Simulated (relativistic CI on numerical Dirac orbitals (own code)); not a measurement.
**Sm28+: sensitivity of the levels to the model**

Base calculation: Dirac-Coulomb-Breit CI, KLI orbitals optimised for each configuration, model QED (radiative potential, 1s self-energy scaled to tabulated hydrogen-like ionisation energies), unscaled Slater integrals.

Configuration list (outside the closed core [Ar] 3d10): 4s²4p⁴, 4s4p⁵, 4s²4p³4d, 4p⁶, 4s4p⁴4d, 4s²4p³4f, 4s4p⁴4f, 4p⁵4d, 4s4p³4d², 4s²4p²4d4f, 4p⁵4f, 4s²4p³5s, 4p⁴4d4f, 4p⁵5s, 4s²4p³5p, 4s4p³4f², 4s4p³4d5s, 4s4p⁴5s, 4s²4p²4f5s, 4s²4p³5d, 4s4p⁴5p, 4s²4p³5f, 4s²4p³5g, 4s4p⁴5d, 4p⁴4f5s, 4s²4p³6s, 4s4p⁴5f, 4s²4p²4d², 4s²4p4d³, 4s4p²4d³, 4s²4p4d²4f, 4s4p²4d²4f, 4s²4p4d²5s, 4p⁴4d², 4p³4d³, 4p³4d²4f, 4p³4d²5s, 4s²4p²4d5s, 4s4p²4d²5s, 4s²4p4d4f5s, 4s4p²4d4f5s, 4s²4p4d5s², 4p⁴4d5s, 4p³4d4f5s, 4p³4d5s², 4s²4p²5s², 4s4p²4d5s², 4s²4p4f5s², 4s4p²4f5s². Double excitations out of closed p, d and f shells are left out; levels of such configurations are missing from the list, as are those of other unlisted configurations, and high levels can miss mixing partners. These lack a partner that the ground configuration has and come out too high: 4s²4p³5p, 4s²4p³5d, 4s4p⁴5p, 4s²4p³5f, 4s²4p³5g.

The lowest level and the first level of each name with at least 55 % of one term (blank where a level has no safe partner in the second run):

```
        Level  Base (cm⁻¹)  Shift (cm⁻¹)
   4s²4p⁴ ³P2            0             0
   4s²4p⁴ ¹S0        54955         +2092
   4s²4p⁴ ³P1       273247         +1567
   4s²4p⁴ ¹D2       302662         +4066
   4s²4p⁴ ³P0       600237         +7339
   4s4p⁵ ³P°2       814909        +67420
4s²4p³4d ³D°1      1069947          -558
   4s4p⁵ ³P°0      1083921        +86298
4s²4p³4d ³G°4      1189916         +3054
4s²4p³4d ³D°3      1196877         +2509
4s²4p³4d ³G°5      1248874         +2985
  4s4p⁴4d ⁵F5      1752571         +7566
```

At this charge energies of transitions that change n are usually good to better than 1 %, and those within a shell (Δn = 0) to a few per cent.

One thing was changed in a second run, which moved the levels as shown. Which?
A. configuration mixing switched off
B. QED terms removed
C. Breit term removed
D. P86 correlation estimate

A. Configuration mixing switched off. Without mixing, levels that were pushed by configurations of the same parity and J return to their single-configuration places.

LS names give the leading component of a level, which can be under half, so a name can repeat, a term be missing and a line seem to break the LS rules.
